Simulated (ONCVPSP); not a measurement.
silver, ONCV: configuration errors across variants

ONCVPSP 4.0.1 input, shortened (lines: element, Z, core and valence counts, functional; n l f; lmax; l rc ep ncon nbas qcut; lloc lpopt rc5 dvloc0; l nproj debl; icmod fcfact rcfact), LDA (Perdew-Wang 92), scalar-relativistic:

```
  Ag 47.00    8    2  -001012      upf
    1    0    2.00
    2    0    2.00
    2    1    6.00
    3    0    2.00
    3    1    6.00
    3    2   10.00
    4    0    2.00
    4    1    6.00
    4    2   10.00
    5    0    1.00
    2
    0    2.65    0.00    3    6    2.70
    1    2.05    0.24    3    7    4.70
    2    1.20    0.00    4    7    7.70
    4    5    0.80   -1.00
    0    3    3.60
    1    3    0.40
    2    2    3.50
    3    4.75    1.45
```

All-electron excitation energies from the reference (eV): (1) 4d10 5s0 8.095; (2) 4d9 5s0 30.480; (3) 4d8 5s0 66.919; (4) 4d10 5s0 5p1 4.018.

A true bound ghost makes a file unfit for plane-wave use even where its test errors are small: the radial tests pick states by their node count and pass the ghost by.

Errors AE − PS in meV (a dash: test not solved or not reliable):

| change | (1) | (2) | (3) | (4) | bound ghosts | GHOST(+) flags above zero |
| --- | --- | --- | --- | --- | --- | --- |
| base | -7.5 | -49 | -286 | -2.8 | s, p | s, p |
| d: rc 0.8 | -7.7 | -41 | -270 | -2.9 | s, p, d | s, p, d |
| d: rc 0.9 | -7.6 | -45 | -280 | -2.9 | s, p | s, p, d |
| d: rc 1.04 | -7.6 | -48 | -286 | -2.9 | s, p | s, p |
| d: rc 1.16 | -7.5 | -49 | -286 | -2.9 | s, p | s, p |
| d: rc 1.24 | -7.4 | -49 | -286 | -2.8 | s, p | s, p |
| d: rc 1.34 | -7.2 | -48 | -283 | -2.7 | s, p | s, p |
| d: rc 1.44 | -6.9 | -47 | -278 | -2.6 | s, p | s, p, d |
| d: rc 1.54 | -6.6 | -47 | -275 | -2.5 | s, p | s, p, d |
| d: rc 1.72 | -5.8 | -44 | -256 | -2.2 | s, p | s, p |

Q: Give the same row for: d: rc 1.62.

A: -6.3, -46, -266, -2.4; bound ghosts: s, p; GHOST(+) flags above zero: s, p.
